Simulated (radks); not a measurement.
Effect of the nuclear size on the platinum ion Pt3+, [Xe] 4f14 5d7. All-electron calculation, Dirac Kohn-Sham, BLYP, spin-unpolarised, spherical densities, finite nucleus; open shells fill j = l - 1/2 first; Fermi nuclear charge, rms radius 5.427 fm. Program: a radial shooting solver on a logarithmic mesh with Libxc functionals. The rms radius is varied about that value; shifts are against it.

\begin{tabular}{lrrrrrrrrr}
rms radius (fm) & total energy shift (eV) & density at nucleus (e/bohr^3) & 1s1/2 shift (meV) & 2s1/2 shift (meV) & 5s1/2 shift (meV) & 5p1/2 shift (meV) & 5d5/2 shift (meV) & 6s1/2 (empty) shift (meV) & 6p1/2 (empty) shift (meV) \\ \hline
4.8409 & -18.0 & 2.065e+06 & -7220 & -1060 & -11.8 & -0.170 & 0.170 & -1.80 & -0.067 \\
4.9983 & -13.3 & 2.039e+06 & -5330 & -780 & -8.68 & -0.125 & 0.125 & -1.33 & -0.049 \\
5.427 & 0 & 1.975e+06 & 0.000 & 0.000 & 0.000 & 0.000 & 0.000 & 0.000 & 0.000 \\
5.9426 & 16.8 & 1.906e+06 & 6760 & 990 & 11.0 & 0.160 & -0.159 & 1.69 & 0.063 \\
6.062 & 20.9 & 1.892e+06 & 8380 & 1230 & 13.6 & 0.199 & -0.197 & 2.09 & 0.078 \\
\end{tabular}

Slopes of the eigenvalues against <r^2> in GHz/fm^2, as finite differences over the two radii next to the reference (eigenvalue slopes, not the field-shift constants of lines): 1s1/2 283000, 2s1/2 41400, 5s1/2 461, 5p1/2 6.69, 5d5/2 -6.66, 6s1/2 (empty) 70.5, 6p1/2 (empty) 2.62.
